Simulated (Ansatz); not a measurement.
## Two structures, one formula

The two ends of one reaction step of SnH₆SO₂, singlet (PBE0-D4/def2-TZVP).

A:

Sn1  (-0.712, -0.365, -1.261)
S2  (0.744, -1.641, 0.206)
H3  (0.319, 0.638, -2.162)
H4  (-1.465, -1.519, -2.274)
H5  (-1.875, 0.461, -0.341)
H6  (0.600, 0.106, 1.722)
O7  (0.520, 1.043, 1.995)
O8  (0.603, 1.689, 0.729)
H9  (-0.235, -2.452, 0.640)
H10  (1.501, 2.041, 0.746)
(Å)

B:

| atom | x (Å) | y (Å) | z (Å) |
| --- | --- | --- | --- |
| Sn1 | -0.9137 | 0.4577 | -0.9801 |
| S2 | 1.5127 | -2.2885 | 0.2338 |
| H3 | 0.3614 | 0.3923 | -2.0972 |
| H4 | -1.8442 | -0.9604 | -0.8653 |
| H5 | -1.8593 | 1.8679 | -1.1371 |
| H6 | 1.1426 | -1.1416 | 0.8426 |
| O7 | -0.0930 | 0.5984 | 0.8536 |
| O8 | 0.7315 | 1.7779 | 0.7669 |
| H9 | 0.5837 | -3.0035 | 0.8857 |
| H10 | 0.3783 | 2.2997 | 1.4971 |

Program: Ansatz 0.2.0. Basis: def2-TZVPP. Cores are frozen in the correlated methods. Filled d shells of the heavier atoms are correlated. Core potentials replace the inner electrons of the atoms past krypton. The def2 sets are not built for correlating such inner shells, so the correlated values are less sure here. B3LYP uses VWN-RPA correlation.

**Question.** Which structure is lower at CCSD(T), and by how much? (An estimate is asked for; the value comes from the calculation.)

**Answer.** By the calculation: A, by 50.8 kJ/mol (electronic energy, against the other). By their contacts, A is a complex of SnH₄S ([SH][SnH3]) + H₂O₂ ([OH][OH]) and B is a complex of SnH₄O₂ ([OH][O][SnH3]) + H₂S.

All methods give the same order:

```
      method  E(B) − E(A) (kJ/mol)
       SPW92                  61.1
      PBE-D4                  54.3
     BLYP-D4                  43.3
   r2SCAN-D4                  51.7
      B97M-V                  46.0
     PBE0-D4                  61.7
    B3LYP-D4                  50.1
  r2SCAN0-D4                  59.3
    BHLYP-D4                  55.7
CAM-B3LYP-D4                  48.2
     wB97X-V                  51.0
     wB97M-V                  54.4
      B2PLYP                  47.8
    PBE-QIDH                  60.3
  RPA on PBE                  44.8
          HF                  51.8
         MP2                  54.0
        CCSD                  51.4
     CCSD(T)                  50.8
```

No T1 diagnostic of these runs exceeds 0.014.

Labels in which every atom is bracketed show which atoms are joined, not bond orders.

For scale, one of the runs: CCSD(T)/def2-TZVPP, 238 basis functions, launched by `ansatz run in.yaml --threads 8 --pin off --events-out ev --progress --plain --max-ram 19148MiB`. Time: 100 s of wall clock on 8 CPU threads of an Intel Xeon Platinum 8259CL; the host was shared. Peak host memory: 5 GiB.
